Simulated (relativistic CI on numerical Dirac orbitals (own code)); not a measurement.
# Re2+: resonant inelastic scattering at the L2,3 edge

Computed with this model: Dirac-Coulomb-Breit CI, KLI orbitals optimised for each configuration, model QED, Kramers-Heisenberg scattering through one core-hole configuration in a parametric crystal field, unscaled Slater integrals; configurations [Xe] 4f14 5d5 → [He] 2s2 2p5 3s2 3p6 3d10 4s2 4p6 4d10 4f14 5s2 5p6 5d6; 300 K; core-hole width 3 eV; summed over polarisations. Incident energies are the highest absorption maxima for each field (at most a few, so the weaker spin-orbit partner edge can be absent), on the computed scale of the free ion. Intensities are in per cent of the strongest line above 0.02 eV; levels within 1 cm⁻¹ are merged; final levels count from the ground level, the first row holds all elastic scattering, lines under 0.4 are left out and each table stops after 24 rows. The scale of the Slater integrals is a model choice and moves the terms in proportion.

Field parameters in Wybourne normalisation: D3d B²₀ = −7Dσ, B⁴₀ = −14Dq − 21Dτ, B⁴₃ = −14√(10/7) Dq; D4h B²₀ = −7Ds, B⁴₀ = 21(Dq − Dt), B⁴₄ = 21√(5/14) Dq. The field is a parameter set, without covalency.

S is read from ⟨S²⟩ = S(S + 1).

D3d, 10Dq = 18150, Dσ = -50, Dτ = 130 cm⁻¹:

| Final level (eV) | Degeneracy | Irrep | S | 10534.2 eV |
| --- | --- | --- | --- | --- |
| 0.000 | 2 | Γ4 | 1.19 | 2690.8 |
| 0.298 | 2 | Γ5+Γ6 | 2.20 | 13.0 |
| 0.303 | 2 | Γ4 | 2.23 | 12.5 |
| 0.473 | 2 | Γ4 | 2.12 | 12.0 |
| 0.725 | 2 | Γ5+Γ6 | 1.02 | 48.6 |
| 0.787 | 2 | Γ4 | 0.98 | 50.8 |
| 1.262 | 2 | Γ4 | 1.53 | 42.3 |
| 1.307 | 2 | Γ5+Γ6 | 1.53 | 39.4 |
| 1.379 | 2 | Γ4 | 1.50 | 21.2 |
| 1.470 | 2 | Γ5+Γ6 | 1.55 | 13.0 |
| 1.479 | 2 | Γ4 | 1.54 | 13.2 |
| 1.597 | 2 | Γ4 | 1.55 | 42.6 |
| 1.914 | 2 | Γ4 | 1.48 | 13.2 |
| 1.945 | 2 | Γ4 | 1.38 | 32.8 |
| 1.949 | 2 | Γ5+Γ6 | 1.45 | 32.3 |
| 1.965 | 2 | Γ4 | 1.47 | 27.4 |
| 2.000 | 2 | Γ4 | 1.36 | 23.7 |
| 2.005 | 2 | Γ5+Γ6 | 1.39 | 23.8 |
| 2.378 | 2 | Γ5+Γ6 | 0.74 | 95.1 |
| 2.393 | 2 | Γ4 | 0.75 | 87.6 |
| 2.562 | 2 | Γ4 | 0.70 | 100.0 |
| 2.708 | 2 | Γ4 | 0.71 | 23.4 |
| 2.755 | 2 | Γ4 | 0.87 | 17.2 |
| 2.880 | 2 | Γ5+Γ6 | 0.78 | 11.7 |

D4h, 10Dq = 33100, Ds = -260, Dt = 450 cm⁻¹:

```csv
Final level (eV),Degeneracy,Irrep,S,10535.2 eV,11959.6 eV
0.000,2,Γ7,0.58,1996.5,99.8
0.509,2,Γ6,0.56,58.3,3.5
0.779,2,Γ7,0.58,44.2,2.5
2.027,2,Γ6,1.59,26.1,5.0
2.155,2,Γ7,1.58,51.0,25.4
2.366,2,Γ7,1.68,26.8,6.1
2.561,2,Γ7,1.64,42.9,19.5
2.635,2,Γ6,1.55,15.9,15.4
2.668,2,Γ6,1.48,51.1,14.2
3.045,2,Γ7,1.58,52.5,15.2
3.048,2,Γ6,1.49,16.5,11.8
3.237,2,Γ6,1.71,62.3,6.2
3.262,2,Γ7,1.37,28.5,15.0
3.277,2,Γ7,1.48,42.2,18.7
3.287,2,Γ6,1.44,24.4,9.5
3.426,2,Γ7,2.23,9.5,5.4
3.426,2,Γ6,1.98,30.7,4.7
3.441,2,Γ7,2.23,2.3,1.1
3.479,2,Γ6,0.95,63.0,38.1
3.644,2,Γ7,0.64,100.0,36.8
3.846,2,Γ7,0.75,72.5,17.4
3.952,2,Γ7,0.62,75.8,36.0
4.041,2,Γ6,0.56,34.1,9.3
4.201,2,Γ6,0.59,22.9,10.5
```

For the first field the strongest loss at the lowest incident energy is the level at 2.56 eV (S = 0.70, against 1.19 in the thermal ground state). Levels of other spin, the first over 8 % at 0.30 eV, appear because spin-orbit coupling of the core hole, and in heavier ions of the valence shell too, mixes spins.
